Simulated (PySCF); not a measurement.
SMILES N[Si](N)(N)Br, PBE0/def2-SVP optimised geometry.

```
11

N     -1.07     0.93     0.00
Si    -0.48    -0.68     0.00
N     -1.07    -1.52    -1.37
N      1.23    -0.68     0.00
Br    -1.22    -1.73     1.88
H     -1.24     1.42     0.87
H     -1.76     1.17    -0.71
H     -1.95    -2.02    -1.34
H     -0.38    -2.01    -1.94
H      1.76    -1.42     0.45
H      1.69     0.22     0.11
```

Density from PBE0/def2-TZVP run with PySCF at that geometry.

Minimum of the electron density along straight lines between bonded atoms, close to the bond critical point (lines longer than 1.1 times the sum of covalent radii, or with two minima, are not listed):

```tsv
bond	length / Å	ρ at the minimum / e bohr⁻³	∇²ρ there / e bohr⁻⁵	position (fraction from the first atom)
N1–Si2	1.715	0.137	0.56	0.60
Si2–N3	1.715	0.137	0.56	0.40
Si2–N4	1.715	0.137	0.56	0.40
Si2–Br5	2.280	0.081	0.06	0.35
N1–H6	1.013	0.332	-1.63	0.74
N1–H7	1.014	0.331	-1.63	0.74
N3–H8	1.013	0.332	-1.63	0.74
N3–H9	1.014	0.331	-1.63	0.74
N4–H10	1.013	0.332	-1.63	0.74
N4–H11	1.014	0.331	-1.63	0.74
```
